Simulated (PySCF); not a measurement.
A structure optimised at PBE-D3(BJ)/def2-SVP, used in a PySCF frequency run:

```
B
O 1 1.3483
H 2 0.9750 1 112.87
C 1 1.5738 2 132.48 3 180.00
C 4 1.3742 1 87.49 2 180.00
H 5 1.1067 4 129.26 1 180.00
C 4 1.4175 5 131.13 6 0.00
N 7 1.1759 5 157.86 6 0.00
C 5 1.5243 6 128.98 4 180.00
H 9 1.1122 5 114.68 6 -62.68
H 9 1.1122 10 107.66 5 -128.95
```
Charge 0, spin multiplicity 1.

Q: Write its SMILES, formula and point group.

A: N#CC1=CCB1O, C4H4BNO, Cs

Q: What are its rotational constants (standard atomic weights)?

A: 4.7949, 1.9743, 1.4112 GHz
